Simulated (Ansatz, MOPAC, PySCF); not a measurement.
System: CaO$_{2}$H$_{2}$ (charge 0, singlet). SMILES: [OH][Ca][OH]
Coordinates optimised at B3LYP-D3(BJ)/def2-TZVP (Ansatz, a program for electronic structure):
```xyz
5

Ca     0.0000     0.0000     0.0000
O      0.0000     0.0000     2.0388
O      0.0000     0.0000    -2.0388
H      0.0000     0.0000     2.9939
H      0.0000     0.0000    -2.9939
```

Unscaled harmonic wavenumbers (cm⁻¹) in rising order, each level at the stationary point that it reaches from this structure (no distance between atoms moves by over 0.3 Å); the order of modes can differ between levels, and a negative number is imaginary. B3LYP-D3(BJ)/def2-TZVP (PySCF, at the structure above): 7, 7, 448, 448, 458, 458, 529, 634, 3930, 3931.

AM1 (MOPAC): 32, 32, 99, 99, 99, 99, 573, 755, 3675, 3676. Zero-point energy 13.1 against 15.5 kcal/mol; where all levels lie over 400 cm⁻¹, the wavenumbers are on average 1.036 times those of B3LYP-D3(BJ)/def2-TZVP.

HF/3-21G (Ansatz): 87, 87, 490, 490, 502, 502, 560, 730, 4006, 4007. Zero-point energy 16.4 against 15.5 kcal/mol; where all levels lie over 400 cm⁻¹, the wavenumbers are on average 1.062 times those of B3LYP-D3(BJ)/def2-TZVP.

B3LYP/6-31G* with LANL2DZ past Ar (Ansatz): 56, 56, 296, 296, 304, 304, 531, 688, 3955, 3955. Zero-point energy 14.9 against 15.5 kcal/mol; where all levels lie over 400 cm⁻¹, the wavenumbers are on average 1.025 times those of B3LYP-D3(BJ)/def2-TZVP.
